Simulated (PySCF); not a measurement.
**Ionisation energy of Co⁺ by level of theory**

Co⁺ [Ar] 3d8 (3F) → Co²⁺ [Ar] 3d7 (4F), as a difference of total energies. All numbers are calculated (PySCF 2.14, the non-relativistic Hamiltonian (point nucleus), in def2-SVP). Correlated levels: valence: [Ar] frozen. The calculations carry no spin-orbit coupling.

```json
{"method": "UHF", "ionisation energy (eV)": "13.842"}
{"method": "LDA", "ionisation energy (eV)": "17.520"}
{"method": "PBE0", "ionisation energy (eV)": "16.555"}
{"method": "MP2 (valence)", "ionisation energy (eV)": "15.777"}
{"method": "SCS-MP2 (valence)", "ionisation energy (eV)": "15.649"}
```

How much does correlation contribute at MP2 (valence)?

15.777 − (13.842) = 1.935 eV, measured against UHF.

These non-relativistic numbers lack the scalar-relativistic shift.

The reference lies between the lowest fine-structure levels, while these numbers refer to the centres of the terms.

Errors of the correlated levels include the incompleteness of this basis and the frozen core.

For comparison: 17.084 eV (measured; NIST Atomic Spectra Database, ionization energies).
